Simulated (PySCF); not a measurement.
The group X on BH2-X is varied. Isolated molecules, 0 K electronic values unless said otherwise. One relaxed conformer stands for each flexible species; it need not be the lowest. Strings in code marks are SMILES.

The numbers are results of PBE-D3(BJ)/def2-TZVP // M06-2X/def2-TZVP (PySCF 2.14.0), not measurements. Delta-SCF ions had no search for a lower state. 

```csv
species,S1 oscillator strength,vertical ionisation energy (Delta-SCF) (eV)
X = amino (`BN`),0.000,–
X = acetoxy (`BOC(C)=O` (B–O–C–O torsion 24°)),0.001,–
X = hydroxy (`BO`),0.000,11.45
X = isocyano (`B[N+]#[C-]`),0.011,11.57
```
